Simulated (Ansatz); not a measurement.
System: C2H9Si2, net charge -1, singlet state. It need not be the lowest isomer of its formula. Whether it binds its extra electron was not tested at this geometry. 
Structure (B3LYP-D3(BJ)/def2-TZVP (Ansatz, a program for electronic structure) minimum search):
```xyz
13

C     -1.3312     1.3815     0.3301
Si    -0.3931     0.1054    -0.8358
C     -1.1765    -1.5469    -0.1118
Si     1.6159     0.0170     0.4529
H     -1.3449     1.0903     1.3880
H     -2.3728     1.4759     0.0003
H     -0.8842     2.3788     0.2611
H     -1.2037    -1.5830     0.9846
H     -0.6302    -2.4281    -0.4643
H     -2.2078    -1.6469    -0.4709
H      1.5255    -0.2136     1.9496
H      2.5835    -1.0569     0.0259
H      2.4610     1.2629     0.3759
```
Charge -1, spin multiplicity 1.

Basis-set convergence of Hartree-Fock and CCSD correlation energies (hartree) with Ansatz. Valence correlation only, unless marked. No spin-orbit coupling. No relativistic terms.

```tsv
basis	functions	E(HF)	E(corr, CCSD)
aug-cc-pV(D+d)Z	191	-658.83583	-0.61579
aug-cc-pV(T+d)Z	409	-658.87975	-0.70916
aug-cc-pV(Q+d)Z	752	-658.88986	-0.73464
```

Extrapolating the two largest sets (X = 3 and 4) as X^-3: E(corr) = (64·(-0.73464) - 27·(-0.70916))/37 = -0.7532 Eh, an estimate of the basis-set limit. The largest set recovers 97.5 % of it, the smallest 81.8 %.
